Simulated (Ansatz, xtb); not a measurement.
**C4H6N2Se: 4 structures ranked**

4 gas-phase structures of C4H6N2Se, from a drawn sample of its isomers (lower ones may exist). Each was relaxed with GFN2-xTB:

A. `Nc1ccc(N)[se]1`, a singlet
B. `Nc1c[se]c(N)c1`, a singlet
C. `Nc1c[se]cc1N`, a singlet
D. `Nc1cc[se]c1N`, a singlet

Question: Estimate their order in r2SCAN-D4/def2-SVP//GFN2-xTB energy at these geometries, lowest first.

Answer: Calculated order at r2SCAN-D4/def2-SVP//GFN2-xTB: B (0.0), C (1.5), D (1.5), A (3.7) kcal/mol. Less than 1 kcal/mol parts C and D, so the order within that pair means little.

Energies above the lowest of each column, in kcal/mol; the last columns are at r2SCAN-D4/def2-SVP geometries:

```json
{"structure": "B", "GFN2-xTB": "0.0", "HF/STO-3G": "0.0", "r2SCAN-D4/def2-SVP//GFN2-xTB": "0.0", "r2SCAN-D4/def2-SVP": "0.0", "CCSD(T)/def2-SVP + ΔMP2/def2-TZVPP": "1.0"}
{"structure": "C", "GFN2-xTB": "0.4", "HF/STO-3G": "3.4", "r2SCAN-D4/def2-SVP//GFN2-xTB": "1.5", "r2SCAN-D4/def2-SVP": "0.6", "CCSD(T)/def2-SVP + ΔMP2/def2-TZVPP": "0.5"}
{"structure": "D", "GFN2-xTB": "3.1", "HF/STO-3G": "2.1", "r2SCAN-D4/def2-SVP//GFN2-xTB": "1.5", "r2SCAN-D4/def2-SVP": "0.1", "CCSD(T)/def2-SVP + ΔMP2/def2-TZVPP": "0.0"}
{"structure": "A", "GFN2-xTB": "3.2", "HF/STO-3G": "0.6", "r2SCAN-D4/def2-SVP//GFN2-xTB": "3.7", "r2SCAN-D4/def2-SVP": "2.8", "CCSD(T)/def2-SVP + ΔMP2/def2-TZVPP": "3.6"}
```

CCSD(T)/def2-SVP + ΔMP2/def2-TZVPP has B and C and D within 1 kcal/mol of each other at the bottom, and every level picks one of them. CCSD(T)/def2-SVP + ΔMP2/def2-TZVPP orders those it was run on as D (0.0), C (0.5), B (1.0), A (3.6) kcal/mol. Less than 1 kcal/mol parts D and C; C and B, so the order within those pairs means little. Flexible structures stand in one conformer each, not always the lowest. ΔMP2 is the change of the MP2 energy from the smaller to the larger basis.

Over these structures GFN2-xTB departs from r2SCAN-D4/def2-SVP//GFN2-xTB by 0.8 kcal/mol on average once a common shift is removed. A GFN2-xTB relaxation took about 0.47 s and the r2SCAN-D4/def2-SVP//GFN2-xTB energy about 5.9 s on a shared host (Ansatz 0.2.0, xtb 6.7.1).
